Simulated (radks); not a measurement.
Results of a calculation; reference values are marked as such.
Tl IV, configuration [Xe] 4f14 5d10.

Code: a radial shooting solver on a logarithmic mesh with Libxc functionals. Model: Dirac Kohn-Sham, SOGGA, spin-unpolarised, spherical densities, finite nucleus; Fermi nuclear charge, rms radius 5.4759 fm.

Energy parts (hartree):
| part | energy |
|---|---|
| total | -20275.3542 |
| kinetic | 23471.2918 |
| electron-nucleus | -51137.2545 |
| Hartree | 7765.5004 |
| exchange-correlation | -374.8919 |

Orbitals (lengths in bohr, moments of r in powers of bohr; <r^-3> diverges for s and p1/2; r(max) is where P^2 peaks):
orbital  occ.  eigenvalue (hartree)      <r>   r(max)  <r^-3>
1s1/2       2             -3139.589  0.01633  0.01004       -
2s1/2       2             -559.4640  0.06809  0.05838       -
2p1/2       2             -537.3337  0.05590  0.04280       -
2p3/2       4             -461.4710  0.06469  0.05040   22390
3s1/2       2             -134.3362   0.1771   0.1643       -
3p1/2       2             -124.3007   0.1674   0.1531       -
3p3/2       4             -107.4373   0.1835   0.1685    5258
3d3/2       4             -90.78158   0.1595   0.1309   921.7
3d5/2       6             -87.17872   0.1644   0.1351   756.4
4s1/2       2             -30.80303   0.3917   0.3695       -
4p1/2       2             -26.47086   0.3932   0.3672       -
4p3/2       4             -22.36776   0.4276   0.3986    1284
4d3/2       4             -15.27429   0.4334   0.3903   203.5
4d5/2       6             -14.50858   0.4446   0.3999   163.1
5s1/2       2              -5.87273   0.8780   0.8091       -
4f5/2       6              -5.34877   0.4645   0.3556   35.24
4f7/2       8              -5.17971   0.4710   0.3601   33.41
5p1/2       2              -4.41634   0.9412   0.8502       -
5p3/2       4              -3.67112    1.034   0.9286   229.2
5d3/2       4              -1.67618    1.315    1.093   23.24
5d5/2       6              -1.59114    1.359    1.127   18.11

The highest occupied level is 5d5/2 at -43.297 eV. Summed over all electrons, <r^2> = 37.49 bohr^2, which gives a Langevin (diamagnetic) susceptibility term of -29.7 x 10^-6 cm^3/mol. For comparison, the ionisation energy in NIST's Atomic Spectra Database is 51.14 eV (measured). In exact Kohn-Sham theory the highest level is minus the ionisation energy, but local and semilocal functionals leave it too shallow, through self-interaction and a potential that decays too fast; potentials with the right tail come closer.
